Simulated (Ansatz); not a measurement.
Input for Ansatz (a program for electronic structure): R-B3LYP/def2-TZVPPD on HBr (SMILES Br) with ghost functions, monomers drawn apart or pushed together. Files ending in .json are basis or fitting sets from the Basis Set Exchange.

Ansatz 0.2 input:
```yaml
crystal:
  periodic: [false, false, false]
  atoms:
    - {symbol: Br, position_ang: [0.15219699, -0.51992143, 5.20620275]}
    - {symbol: H, position_ang: [0.12314890, -0.42498324, 3.78022076]}
basis:
  gaussian:
    orbitals: def2-TZVPPD.json
    ghost_atoms:
      - {symbol: C, position_ang: [0.03241738, -0.19635250, 0.46762032]}
      - {symbol: O, position_ang: [-0.00493012, -0.11675780, -0.65197542]}
hamiltonian:
  xc: {name: B3LYP}
scf: {lower_state_search: off}
```

Program output:

```
WARN ansatz: RAYON_NUM_THREADS=1 ignored (pool sized by the plan → 1); use --threads N
Functional definition: B3LYP
these checks for a lower state are left out or cut short: stability, starts, cluster_reference, orbital_swaps, neighbouring_geometries, increment
integrals: 0.05 GiB planned
853 factors; their error is unknown
mean field: 0.49 GiB planned
mean field evaluation 1: about -70063.2419 eV, gradient 7.6e0 eV
mean field evaluation 2: about -70063.3115 eV, gradient 4.3e0 eV
mean field evaluation 4: about -70063.3658 eV, gradient 1.1e-1 eV
mean field evaluation 8: about -70063.6219 eV, gradient 3.4e-1 eV
mean field evaluation 16: about -70063.6220 eV, gradient 7.2e-6 eV
mean field -70063.62196407 eV, -2574.7906163507 hartree, gradient 7.2e-6 eV, S^2 0.000000; 0 other end points of the search recorded, 0 dependent functions left out
reference -70063.62215271 eV, -2574.7906232834 hartree; 18, 18 occupied and 133, 133 virtual orbitals, 853 factors
Total energy: -70063.62215271 eV, -2574.7906232834 hartree
Checks for a lower state left out: stability, starts, cluster_reference, orbital_swaps, neighbouring_geometries, increment
```

Self-consistency was reached.

Cost: roughly 1.8 core-seconds.
